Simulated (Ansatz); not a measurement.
The lowest singlet and triplet of GaH (SMILES [GaH]); geometries from B3LYP-D3(BJ)/def2-TZVP, each state relaxed from the structure named, with no frequency check.
Singlet (charge 0, multiplicity 1):
```xyz
2

Ga     0.000     0.000    -0.053
H      0.000     0.000     1.636
```

A positive gap puts the triplet lower; no zero-point energy. U- takes an unrestricted singlet (broken symmetry where lower, unprojected). The triplet is unrestricted in single-reference levels.

Frozen-core correlation. Filled d and f shells under p-block atoms count as core.

Codes used: Ansatz (Gaussian basis) for Hartree–Fock, density functionals and correlated methods. 

Estimate the gap E(singlet) − E(triplet), vertical, at the singlet's geometry that FCI/cc-pVQZ returns for this input.

-47.5 kcal/mol

What gap E(singlet) − E(triplet), vertical, at the singlet's geometry does U-HF/cc-pVTZ give?

-33.3 kcal/mol

What is the computed gap E(singlet) − E(triplet), vertical, at the singlet's geometry (U-CCSD/cc-pVDZ)?

-46.7 kcal/mol

Ansatz is a program for electronic structure.
